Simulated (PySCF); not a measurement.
# Predicted spectroscopic data

Method: GFN2-xTB structure, σ from GIAO-PBE0/pcSseg-1, in PySCF 2.14 (single conformer, averaged over atoms made equivalent by symmetry, fast rotation or ring inversion, gas phase, relativity neglected).

δ = σ(ref) − σ, references computed at the same level: 1H, 13C against TMS. Splittings of carbon signals by F and P are missing where no couplings were computed. Where no couplings were computed, multiplicities follow the n + 1 count of equivalent neighbours, and m marks all less simple cases (inequivalent or close neighbours, rings, F or P nearby). Shifts are as computed. Against solution values, carbons near 30 ppm lie about +3 ppm off and those near 130 ppm about +5 ppm. Of 1211 compounds with measured shifts, 218 miss one by over three times the rms of a fit or turn the order of signals round; such compounds aren't used in these exercises. OH and NH positions are gas-phase values without hydrogen bonding to other molecules.

**1.** `[SiH2](C)O[SiH2]C`, C2H10OSi2. 1H NMR (400 MHz, computed): δ 5.23 (q, 4H), 0.25 (t, 6H). 13C{1H} NMR (computed): δ 0.8.

**2.** `N[SiH2][SiH2]/C([SiH3])=C\F`, C2H10FNSi3. 1H NMR (400 MHz, computed): δ 7.15 (m, 1H), 5.04 (t, 2H), 4.34 (t, 2H), 4.29 (s, 3H), -0.07 (br s, 2H). 13C{1H} NMR (computed): δ 169.4, 103.2.
